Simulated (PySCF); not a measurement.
Compound: C6H12P (charge +1).
SMILES with atom numbers: `[CH2:1]1[CH2:2][P@H+:3]2[CH2:4][CH2:5][C@@H:6]1[CH2:7]2`

Probes without a nucleus sit at each ring's centroid and 1 Å off its mean plane on both sides; NICS is minus the shielding there, NICSzz its component along the normal. Level: GIAO PBE0/pcSseg-1 (PySCF, non-relativistic, gas phase) on the GFN2-xTB geometry, one conformer.

Ring bond lengths (Å), with Mayer bond orders in brackets: C1–C2 1.554 (0.97), C2–P3 1.810 (1.00), P3–C7 1.808 (0.95), C7–C6 1.543 (0.93), C6–C1 1.540 (0.99); P3–C4 1.810 (1.00), C4–C5 1.554 (0.97), C5–C6 1.540 (0.99), C6–C7 1.543 (0.93), C7–P3 1.808 (0.95).

Question: Give the NICS values of each ring in ppm.

Answer: 
| ring | type | NICS(0) | NICS(1), two faces | NICS(1)zz, two faces | rms pucker (Å) | centre to ring atoms, mean (Å) |
| --- | --- | --- | --- | --- | --- | --- |
| C1–C2–P3–C7–C6 | 5-membered ring with P; formal bonds all single | -9.4 | -8.3 / -4.7 | -10.6 / -4.7 | 0.29 | 1.35 |
| P3–C4–C5–C6–C7 | 5-membered ring with P; formal bonds all single | -9.3 | -4.7 / -8.3 | -4.7 / -10.6 | 0.29 | 1.35 |

Question: What do they say, and how far can they be read as aromaticity?

Answer: 
- C1–C2–P3–C7–C6: mean NICS(1)zz -7.7 ppm, shielded. C1, C2, P3, C6, C7 have four or more neighbours; no verdict on aromaticity is drawn. The two faces differ by 5.9 ppm, so no symmetry operation interchanges them.
- P3–C4–C5–C6–C7: mean NICS(1)zz -7.7 ppm, shielded. P3, C4, C5, C6, C7 have four or more neighbours; no verdict on aromaticity is drawn. The two faces differ by 5.9 ppm, so no symmetry operation interchanges them.
